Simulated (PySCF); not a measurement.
C₄H₉, doublet, geometry from GFN2-xTB. Base run: B3LYP/6-31G in PySCF.

PySCF was given this input:
```python
from pyscf import gto, scf, dft

mol = gto.Mole()
mol.atom = '''
    C     0.000233   -0.000387    0.115316
    C    -0.001963    1.478902   -0.016333
    C     1.282761   -0.737245   -0.017130
    C    -1.281036   -0.741762   -0.001923
    H     0.005337    1.792035   -1.069507
    H    -0.892102    1.910426    0.440060
    H     0.880403    1.913912    0.452315
    H     1.561752   -0.879420   -1.070313
    H     2.097549   -0.191163    0.457676
    H     1.213157   -1.727075    0.432463
    H    -1.567902   -0.892161   -1.051871
    H    -1.204589   -1.728453    0.453674
    H    -2.093569   -0.195149    0.475924
'''
mol.basis = '6-31g'
mol.charge = 0
mol.spin = 1
mol.verbose = 4
mol.build()

mf = dft.UKS(mol)
mf.xc = 'b3lyp'
mf.kernel()
```

Variants of this job, named by their change:

```
change                                           ΔE vs base (µEh)  fitting functions  dipole (D)
-----------------------------------------------  ----------------  -----------------  ----------
base                                                          0.0                  -        0.19
only_dfj = on; auxbasis = def2-universal-jfit                -173                295        0.19
auxbasis = def2-universal-jfit                               -3.2                295        0.19
auxbasis = cc-pvdz-jkfit                                    -75.6                487        0.19
auxbasis = def2-svp-ri                                      -4904                318        0.19
auxbasis = cc-pvqz-jkfit                                    -25.0                883        0.19
auxbasis = default (with mf = mf.density_fit())             -75.6                487        0.19
auxbasis = autoaux                                          -6311                405        0.19
auxbasis = even-tempered beta=2.0                           -6517                363        0.20
auxbasis = def2-universal-jkfit                             -61.9                462        0.19
```

A fitting set is made for a task (jfit for Coulomb, jkfit for Coulomb and exchange, ri for correlation) and for a family of orbital bases.

Open shells are given as the SCF converged; they aren't shown to be the lowest states, and a large step between rows can be another state.
